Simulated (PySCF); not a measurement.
## Two-photon absorption: 4-methylpyridine (Cc1ccncc1, C$_{6}$H$_{7}$N)

Geometry:
| atom | x (Å) | y (Å) | z (Å) |
| --- | --- | --- | --- |
| C1 | 1.958 | -0.121 | 0.137 |
| C2 | 0.464 | -0.024 | 0.079 |
| C3 | -0.184 | 1.205 | -0.079 |
| C4 | -1.575 | 1.239 | -0.157 |
| N5 | -2.346 | 0.157 | -0.088 |
| C6 | -1.733 | -1.014 | 0.065 |
| C7 | -0.350 | -1.158 | 0.154 |
| H8 | 2.376 | -0.247 | -0.876 |
| H9 | 2.405 | 0.789 | 0.564 |
| H10 | 2.284 | -0.983 | 0.735 |
| H11 | 0.390 | 2.134 | -0.138 |
| H12 | -2.091 | 2.199 | -0.279 |
| H13 | -2.379 | -1.899 | 0.124 |
| H14 | 0.089 | -2.151 | 0.283 |

Computed, not measured: TDDFT CAM-B3LYP/def2-TZVPD excited states, vertical, gas phase in PySCF. Geometry: PBE0-D3(BJ)/def2-SVP.

(1) Give the one- and two-photon strengths of the lowest singlets.

Results:

(1) δ for parallel linear polarisation; σ at the peak of a Lorentzian of half width 0.1 eV, single beam; Ω is circular over linear.
| state | E (eV) | f | photon λ (nm) | δ (au) | σ (GM) | Ω | main |
| --- | --- | --- | --- | --- | --- | --- | --- |
| S1 | 5.16 | 0.005 | 481 | 1.4 | 0.01 | 1.47 | HOMO−1→LUMO 0.96 |
| S2 | 5.39 | 0.000 | 460 | <0.1 | 0.00 | – | HOMO−1→LUMO+1 0.98 |
| S3 | 5.55 | 0.028 | 447 | 4.97 | 0.06 | 1.50 | HOMO→LUMO 0.67, HOMO−2→LUMO+1 0.31 |
| S4 | 6.25 | 0.000 | 397 | 7.17 | 0.10 | 1.18 | HOMO→LUMO+1 0.54, HOMO−2→LUMO 0.44 |
| S5 | 6.94 | 0.000 | 357 | 83.1 | 1.47 | 1.50 | HOMO→LUMO+2 0.81, HOMO→LUMO+3 0.13 |
| S6 | 7.05 | 0.380 | 352 | 0.7 | 0.01 | 1.49 | HOMO−2→LUMO+1 0.66, HOMO→LUMO 0.30 |

Among these, the strongest one-photon state is S6, the strongest two-photon state S5, with a dipole change of 2.5 D (relaxed, norm of the difference vector).
